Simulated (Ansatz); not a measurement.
Wavefunction ladder for CH4BInOSi

Cartesian coordinates in Å:
```
O 0.459 -1.682 -2.536
C 0.381 -1.051 -1.572
In 2.112 0.141 0.479
B 0.273 -0.268 -0.378
Si -1.363 0.423 0.483
H 3.563 0.536 1.265
H -0.984 1.193 1.708
H -2.142 1.357 -0.380
H -2.300 -0.648 0.929
```

Total charge 0; spin multiplicity 1. Correlated methods include outer-core shells of In, which these sets cover unevenly. In: def2 effective core potential. The bonds changed during the relaxation, so this is another structure than the one it started from. The geometry is a stationary point of PBE0-D4/def2-TZVP. Frozen core, restricted reference, the Gaussian-basis code of Ansatz.

| basis | HF (Eh) | MP2 corr. |
| --- | --- | --- |
| def2-SVP | -617.62340 | -0.58466 |
| def2-TZVPP | -617.89729 | -0.90112 |
| def2-QZVPP | -617.91346 | -1.13055 |

**Question.** Estimate the CCSD correlation energy and the (T) correction in each basis where they were run (hartree).

**Answer.** 
```tsv
basis	CCSD corr.	(T)
def2-SVP	-0.62084	-0.02801
def2-TZVPP	-0.91619	-0.04352
```
